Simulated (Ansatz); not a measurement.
Job for Ansatz (a quantum-chemistry and plane-wave program): R-PBE/def2-TZVPP on BH4NO (SMILES NBO), atoms moved off the minimum.

Ansatz 0.2 input:
```yaml
crystal:
  periodic: [false, false, false]
  atoms:
    - {symbol: B, position_ang: [-0.41766172, -0.25833238, 0.14771207]}
    - {symbol: H, position_ang: [-1.28437233, -1.27462871, 0.60777612]}
    - {symbol: O, position_ang: [0.92873310, -0.55794758, 0.42386369]}
    - {symbol: H, position_ang: [1.56703019, -0.04885951, 0.10606526]}
    - {symbol: N, position_ang: [-0.87061417, 0.81782710, -0.73043155]}
    - {symbol: H, position_ang: [-1.67176987, 0.93286461, -0.74997671]}
    - {symbol: H, position_ang: [-0.06392566, 1.44915816, -0.87377857]}
basis:
  gaussian:
    orbitals: def2-TZVPP
hamiltonian:
  xc: {name: PBE}
scf: {lower_state_search: off}
output: {forces: true}
```

The head of its log:

```
WARN ansatz: RAYON_NUM_THREADS=1 ignored (pool sized by the plan → 1); use --threads N
Functional definition: PBE
these checks for a lower state are left out or cut short: stability, starts, cluster_reference, orbital_swaps, neighbouring_geometries, increment
integrals: 0.04 GiB planned
711 factors; their error is unknown
mean field: 0.41 GiB planned
mean field evaluation 1: about -4261.4165 eV, gradient 9.0e1 eV
mean field evaluation 2: about -4229.0664 eV, gradient 1.5e2 eV
```

Task: What total energy does the run end on?

Result: -157.1086 hartree.
